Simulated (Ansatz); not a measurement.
The same path of a periodic cell of 63 atoms, GaSi62 (host Si, host structure diamond, dopant Ga, one Si atom removed) was run twice with different band settings. Lost on the way: Si42–Ga60, Si59–Ga60, Ga60–Si61. Made: Si21–Ga60, Si45–Ga60, Si55–Ga60.

The calculation used Ansatz, DFT PBE-D3(BJ), scalar-relativistic, plane waves, PAW. Settings: PAW set soft_1, cutoff 420 eV, k mesh 1x1x1, gaussian smearing 0.02 eV, spin collinear.

Relaxed end points:

```xyz
63
Lattice="10.8600 0.0000 0.0000 0.0000 10.8600 0.0000 0.0000 0.0000 10.8600" Properties=species:S:1:pos:R:3
Si 5.429 0.023 0.025
Si 6.790 1.375 1.369
Si 8.143 2.732 -0.004
Si 9.499 4.079 1.366
Si 8.133 0.023 2.738
Si 9.521 1.350 4.095
Si -0.002 0.010 0.004
Si 1.358 1.359 1.366
Si 2.706 2.720 0.004
Si 4.061 4.082 1.381
Si 5.416 5.444 -0.017
Si 6.788 6.789 1.339
Si 8.133 8.161 -0.018
Si 9.495 9.515 1.380
Si 2.714 0.002 2.729
Si 4.084 1.311 4.124
Si 5.427 2.700 2.725
Si 6.793 4.047 4.064
Si 8.141 5.437 2.713
Si 9.530 6.785 4.065
Si 5.366 -0.119 5.499
Si 6.747 1.314 6.798
Si 8.137 2.695 5.430
Si 9.494 4.082 6.806
Si 8.158 0.026 8.151
Si 9.515 1.378 9.509
Si -0.014 5.434 -0.005
Si 1.342 6.788 1.368
Si 2.694 8.150 0.025
Si 4.073 9.505 1.370
Si 0.000 2.718 2.718
Si 1.366 4.057 4.094
Si 2.694 5.445 2.737
Si 4.095 6.800 4.092
Si 5.439 8.138 2.704
Si 6.776 9.482 4.093
Si 0.021 -0.010 5.450
Si 1.393 1.325 6.815
Si 2.726 2.698 5.450
Si 4.073 4.073 6.797
Si 5.436 5.397 5.405
Si 6.783 6.793 6.699
Si 8.180 8.142 5.406
Si 9.504 9.504 6.797
Si 2.774 -0.052 8.135
Si 4.073 1.355 9.514
Si 5.424 2.708 8.145
Si 6.777 4.081 9.495
Si 8.115 5.463 8.136
Si 9.497 6.801 9.494
Si 0.018 8.150 2.725
Si 1.407 9.491 4.124
Si 0.022 5.441 5.430
Si 1.404 6.830 6.796
Si 2.840 8.212 5.500
Si 0.007 2.710 8.136
Si 1.339 4.062 9.508
Si 2.692 5.420 8.151
Si 3.999 6.796 9.509
Ga 5.427 8.150 8.119
Si 6.780 9.578 9.508
Si 0.010 8.154 8.144
Si 1.364 9.505 9.511
```

```xyz
63
Lattice="10.8600 0.0000 0.0000 0.0000 10.8600 0.0000 0.0000 0.0000 10.8600" Properties=species:S:1:pos:R:3
Si 5.422 -0.016 -0.019
Si 6.801 1.349 1.347
Si 8.137 2.727 -0.008
Si 9.505 4.070 1.360
Si 8.163 0.000 2.701
Si 9.516 1.350 4.080
Si -0.014 0.000 0.018
Si 1.365 1.350 1.371
Si 2.715 2.729 0.018
Si 4.082 4.080 1.350
Si 5.415 5.472 -0.042
Si 6.780 6.795 1.342
Si 8.103 8.160 -0.042
Si 9.495 9.493 1.350
Si 2.725 -0.010 2.729
Si 4.089 1.333 4.097
Si 5.434 2.714 2.716
Si 6.801 4.083 4.081
Si 8.137 5.438 2.703
Si 9.492 6.774 4.081
Si 5.512 -0.006 5.436
Si 6.813 1.378 6.787
Si 8.163 2.729 5.430
Si 9.495 4.080 6.797
Si 8.126 -0.016 8.137
Si 9.492 1.349 9.516
Si -0.012 5.438 -0.008
Si 1.366 6.774 1.347
Si 2.731 8.153 -0.019
Si 4.075 9.500 1.359
Si 0.003 2.712 2.718
Si 1.365 4.059 4.080
Si 2.715 5.412 2.701
Si 4.072 6.762 4.052
Si 5.430 8.145 2.713
Si 6.813 9.503 4.052
Si 0.014 -0.010 5.440
Si 1.382 1.333 6.804
Si 2.725 2.701 5.440
Si 4.075 4.071 6.790
Si 5.422 5.449 5.446
Si 6.711 6.864 6.832
Si 8.126 8.153 5.446
Si 9.504 9.500 6.790
Si 2.721 -0.006 8.227
Si 4.072 1.378 9.528
Si 5.430 2.717 8.145
Si 6.780 4.088 9.495
Si 8.103 5.472 8.130
Si 9.487 6.795 9.495
Si 0.001 8.141 2.716
Si 1.382 9.486 4.097
Si -0.014 5.412 5.430
Si 1.337 6.762 6.787
Si 2.721 8.063 5.436
Si 0.001 2.714 8.149
Si 1.366 4.083 9.516
Si 2.731 5.449 8.137
Si 4.117 6.864 9.426
Ga 4.090 9.485 6.805
Si 6.711 9.458 9.426
Si -0.002 8.145 8.145
Si 1.337 9.503 9.528
```

Common settings: climbing image yes; optimiser quadratic models (default); force threshold 0.05 eV/Å; end points relaxed.

| run | movable images | spring | start path | iteration limit |
| --- | --- | --- | --- | --- |
| 1 | 5 | 1.0 eV/Å² | IDPP | 22 |
| 2 | 3 | 5.0 eV/Å² | default | 10 |

Problem. What does each run give, and how far can it be trusted?

Solution. Run 1: converged after 8 iterations, highest image 0.303 eV above the first end. The order of the stationary point at the top wasn't checked.
Run 2: converged after 7 iterations, highest image 0.304 eV above the first end. The order of the stationary point at the top wasn't checked.
Limits of this set-up: coarse k mesh.
